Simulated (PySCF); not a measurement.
# Polarisability and C₆ of Cd²⁺ (cadmium, charge +2)

[Kr] 4d10, closed-shell 1S. Calculation: PySCF 2.14, in x2c-QZVPPall with one added diffuse shell each of s, p, d, f, g type (14s9p8d5f3g, 143 functions); the spin-free X2C one-electron Hamiltonian (Gaussian nucleus). Coupled (time-dependent) response in atomic units; α is the mean over directions.

| method | mean α (bohr³) | C₆ (like pair) | S(−4) |
| --- | --- | --- | --- |
| M06-2X | 5.270 | 26.46 | 5.625 |

S(−4) is the Cauchy moment in α(ω) = α(0) + S(−4) ω² + …

α(iu) at M06-2X:

```json
{"u (hartree)": "0", "α(iu) (bohr³)": "5.270"}
{"u (hartree)": "0.0500", "α(iu) (bohr³)": "5.256"}
{"u (hartree)": "0.100", "α(iu) (bohr³)": "5.215"}
{"u (hartree)": "0.200", "α(iu) (bohr³)": "5.061"}
{"u (hartree)": "0.300", "α(iu) (bohr³)": "4.836"}
{"u (hartree)": "0.500", "α(iu) (bohr³)": "4.297"}
{"u (hartree)": "0.750", "α(iu) (bohr³)": "3.639"}
{"u (hartree)": "1.00", "α(iu) (bohr³)": "3.082"}
{"u (hartree)": "1.50", "α(iu) (bohr³)": "2.257"}
{"u (hartree)": "2.00", "α(iu) (bohr³)": "1.703"}
{"u (hartree)": "3.00", "α(iu) (bohr³)": "1.047"}
{"u (hartree)": "5.00", "α(iu) (bohr³)": "0.4978"}
```

A single London oscillator, α(iu) = α/(1 + u²/ω²), gives C₆ = (3/4) ω α². Matching the computed C₆ needs ω = 4 × 26.46 / (3 × 5.270²) = 1.27 hartree.

For an ion, C₆ is the dispersion term alone; charge-induced terms of lower order in 1/R come first.
